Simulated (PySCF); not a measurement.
AlAsFH3, SMILES [F][AlH][AsH2].

The structure is a stationary point at PBE0-D3(BJ)/def2-TZVP. The geometry has at least one imaginary mode, so it is a saddle point at that level.

The numbers are results of PBE/def2-TZVPD (PySCF), not measurements.

Symmetry labels are those of the subgroup Cs that the program uses (full group Cs).

Task: List the valence orbital energies around the gap with their symmetry. (Estimate from the structure and the level; the computed values follow.)

Result: 
```tsv
orbital	symmetry	energy (eV)
HOMO−7	A'	-15.71
HOMO−6	A'	-11.11
HOMO−5	A"	-9.67
HOMO−4	A'	-9.60
HOMO−3	A"	-9.22
HOMO−2	A'	-8.93
HOMO−1	A'	-7.59
HOMO	A'	-6.49
LUMO	A"	-2.35
LUMO+1	A'	-1.31
LUMO+2	A'	-0.69
LUMO+3	A"	-0.49
```
